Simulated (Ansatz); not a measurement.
`C[O][Ge]([CH3])([NH2])[F]` + H₂S → `[CH3][Ge]([NH2])([F])[SH]` + CH₃OH  (ligand exchange at a Ge–O bond)

Gas-phase electronic energies from Ansatz, PBE0-D4/def2-TZVP geometries. CCSD(T)/CBS adds triple-zeta CCSD(T) − MP2 to the extrapolated MP2 energy (def2 sets, frozen cores). This one scheme is used for every species. Functionals use def2-TZVPP. For Ge outer-core shells are correlated without core-valence functions, which leaves a few kJ/mol of doubt a bond. Scalar relativity is left out up to krypton. One conformer a species, not always the lowest.

`C[O][Ge]([CH3])([NH2])[F]`:

Z-matrix (Å, degrees):
```
C
O 1 1.410
H 1 1.098 2 112.0
H 1 1.092 2 107.8 3 -118.6
H 1 1.095 2 112.0 3 122.1
Ge 2 1.761 1 120.1 3 -65.7
N 6 1.806 2 103.6 1 -168.2
C 6 1.927 2 115.5 1 65.8
F 6 1.753 2 104.9 1 -50.0
H 7 1.009 6 116.0 2 172.7
H 7 1.010 6 114.2 2 43.4
H 8 1.090 6 109.9 2 59.1
H 8 1.090 6 109.8 2 -61.4
H 8 1.091 6 109.8 2 179.2
```

H₂S:

Z-matrix (Å, degrees):
```
S
H 1 1.341
H 1 1.341 2 92.3
```

`[CH3][Ge]([NH2])([F])[SH]`:

Z-matrix (Å, degrees):
```
C
Ge 1 1.939
H 1 1.090 2 110.2
H 1 1.091 2 109.9 3 120.6
H 1 1.091 2 109.1 3 -120.1
N 2 1.814 1 120.7 3 63.9
F 2 1.743 1 104.4 3 178.5
S 2 2.206 1 112.7 3 -60.8
H 6 1.009 2 116.6 1 -69.9
H 6 1.009 2 116.2 1 63.6
H 8 1.343 2 93.7 1 -22.3
```

CH₃OH:

Cartesian coordinates in Å:
```
C 0.116 -0.319 -0.108
O -0.369 0.648 0.796
H 0.252 -1.243 0.456
H 1.084 -0.039 -0.541
H -0.589 -0.519 -0.924
H -0.494 1.472 0.321
```

Q: Is it downhill or uphill in electronic energy at CCSD(T)/CBS, and by how much? (Best estimate.)

A: Computed: Nearly level: ΔE = +0.01 eV.

Q: What do these levels give: PBE0-D4, ωB97X-V, PBE, PBE0, CCSD/def2-TZVPP, HF/def2-QZVPP? (An estimate is asked.)

A: Computed: PBE0-D4 -0.08, ωB97X-V 0.03, PBE -0.09, PBE0 -0.09, CCSD/def2-TZVPP 0.06, HF/def2-QZVPP 0.08 eV.

Largest T1 diagnostic among the species: 0.011.
